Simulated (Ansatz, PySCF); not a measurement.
System: Be2H2, net charge 0, singlet state. 
Structure (B3LYP-D3(BJ)/def2-TZVP (Ansatz, a program for electronic structure) minimum search):
```xyz
4

H      0.0000     0.0000    -2.3848
Be     0.0000     0.0000    -1.0462
Be     0.0000     0.0000     1.0462
H      0.0000     0.0000     2.3848
```

Total electronic energies in hartree. Valence correlation only, unless marked. No spin-orbit coupling. Non-relativistic. Basis-set limits of correlation are two-point, X^-3; Hartree-Fock from the larger set.

```tsv
level	program	energy (Eh)
HF/def2-TZVPD	PySCF	-30.38515
RI-HF/def2-QZVPP	Ansatz	-30.38933
PBE/def2-TZVPD	PySCF	-30.54198
BLYP-D3(BJ)/def2-TZVPD	Ansatz + dftd3	-30.60704
revPBE-D3(BJ)/def2-TZVPD	Ansatz + dftd3	-30.61722
BP86-D3(BJ)/def2-TZVPD	PySCF + dftd3	-30.61176
BP86/def2-TZVPD	PySCF	-30.60946
TPSS-D4/def2-TZVPD	PySCF + dftd4	-30.64650
r2SCAN/def2-TZVPD	Ansatz	-30.58988
PBE0-D4/def2-TZVP	Ansatz + dftd4	-30.56083
PW6B95-D3(BJ)/def2-TZVPD	PySCF + dftd3	-30.68268
MN15/def2-TZVPD	PySCF	-30.59394
CAM-B3LYP-D3(BJ)/def2-TZVPD	Ansatz + dftd3	-30.59411
MP2/STO-3G	Ansatz	-30.01662
MP2/6-31G	Ansatz	-30.41531
MP2/def2-TZVPPD	Ansatz	-30.47162
RI-MP2/def2-QZVPP	Ansatz	-30.48551
SCS-MP2/def2-TZVPP	Ansatz	-30.48398
SCS-MP2/def2-TZVPPD	Ansatz	-30.48540
CCSD/6-31G*	Ansatz	-30.46603
CCSD/def2-SVPD	Ansatz	-30.44338
CCSD/def2-TZVPP	Ansatz	-30.49746
CCSD(T)/CBS(def2-TZVPPD,def2-QZVPPD)	Ansatz	-30.5190
```

Totals of different functionals don't rank their quality; only differences between species are comparable.
